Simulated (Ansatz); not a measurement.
Frontier orbitals of C4H12SSiZn (`[CH3][Zn][S][Si](C)(C)C`).

```xyz
19

C    -1.4196    1.9726    2.9963
Zn   -1.5517    1.3511    1.1689
S    -1.7122    0.6609   -0.8789
Si    0.1238   -0.4455   -0.9753
C     0.1117   -1.8560    0.2581
C     0.2355   -1.1147   -2.7162
C     1.5881    0.6681   -0.6175
H    -0.6072    1.4590    3.5152
H    -1.2209    3.0459    3.0263
H    -2.3476    1.7782    3.5381
H    -0.7582   -2.4983    0.1040
H     1.0129   -2.4680    0.1539
H     0.0786   -1.4889    1.2880
H     1.1509   -1.6996   -2.8455
H    -0.6167   -1.7604   -2.9401
H     0.2437   -0.3017   -3.4458
H     1.5660    1.0458    0.4091
H     1.5949    1.5283   -1.2906
H     2.5281    0.1231   -0.7480
```

Total charge 0; spin multiplicity 1. For Zn the d shell is correlated and the shells below it are frozen. Scalar relativity is left out up to krypton. All single points use the PBE0-D4/def2-TZVP geometry. It is one conformer, not always the lowest. Basis def2-TZVPP, the Gaussian-basis code of Ansatz.

Orbital energies of one run (eV). Highest occupied ones, from the top: -5.63, -6.38, -7.13, -7.34, -7.40, -8.08, -9.25, -9.39, -9.39, -9.56, -9.58, -9.94, -10.04, -10.13. Empty: -0.87, -0.81, -0.51, 0.61, 0.82, 1.08.

(1) Which functional gave them?
A. B97M-V
B. HSE06 (plane-wave form)
C. ωB97X-V
D. revPBE

Answers

(1) D. HOMO energies: revPBE -5.63, HSE06 -6.45, B97M-V -6.03, ωB97X-V -9.16 eV.
